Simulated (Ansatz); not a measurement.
Reactions of CH₈BNOSi, SMILES `COB(N)[SiH3]`.

Program: Ansatz. Geometries: PBE0-D4/def2-TZVP. ΔE: electronic, gas phase. CCSD(T)/CBS adds triple-zeta CCSD(T) − MP2 to the extrapolated MP2 energy (def2 sets, frozen cores). This one scheme is used for every species. Functionals use def2-TZVPP. def2 core potentials past Kr. For Br, Ga, I, Ti outer-core shells are correlated without core-valence functions, which leaves a few kJ/mol of doubt a bond. Scalar relativity is left out up to krypton. One conformer a species, not always the lowest.

```
                                                                                 reaction  r2SCAN-D4 (kJ/mol)
                      `COB(N)[SiH3]` + `F[B](F)[AlH2]` → `CO[B]([AlH2])[SiH3]` + `NB(F)F`                   4
                                             `COB(N)[SiH3]` + BH₃ → `BB(N)[SiH3]` + CH₃OH                 118
              `COB(N)[SiH3]` + `[Cl][Ga]([Cl])[Br]` → `COB(N)Br` + `[SiH3][Ga]([Cl])[Cl]`                 -16
`COB(N)[SiH3]` + `[Cl][Ti]([Cl])([Cl])[I]` → `COB([SiH3])I` + `[NH2][Ti]([Cl])([Cl])[Cl]`                 109
                                         `COB(N)[SiH3]` + `C=C` → `C=CB(N)[SiH3]` + CH₃OH                 104
```

**Question.** Give the CCSD(T)/CBS values in the same order. (Estimate.)

**Answer.** Computed: 7, 123, -17, 101, 101 kJ/mol.

Largest T1 diagnostic: 0.025, for `[NH2][Ti]([Cl])([Cl])[Cl]`.
